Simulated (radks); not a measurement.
The numbers below are computed, except where a source is named.
Question: The mean radii <r> (bohr) of the occupied orbitals of an atom or ion are listed with their occupations. Level of theory: scalar-relativistic Kohn-Sham, LDA (Slater exchange, Perdew-Wang correlation), spin-unpolarised, spherical densities, finite nucleus; Fermi nuclear charge, rms radius of each element as measured or else 0.836 A^(1/3) + 0.57 fm (a radial shooting solver on a logarithmic mesh with Libxc functionals).

| orbital | occ. | <r> |
|---|---|---|
| 1s | 2 | 0.02076 |
| 2s | 2 | 0.08819 |
| 2p | 6 | 0.07812 |
| 3s | 2 | 0.2298 |
| 3p | 6 | 0.2286 |
| 3d | 10 | 0.2075 |
| 4s | 2 | 0.4968 |
| 4p | 6 | 0.5177 |
| 4d | 10 | 0.5349 |

Name the element and its charge.

Answer: Z = 67, holmium, charge +21: Ho21+ in [Kr] 4d10. The 1s radius gives Z: for a bare nucleus <r> = (2 gamma + 1)/(2Z) with gamma = sqrt(1 - (Z/c)^2), 0.02048 bohr for Z = 67, and screening makes it slightly larger (0.02076 here). The occupations add up to 46, and the charge is Z minus that.
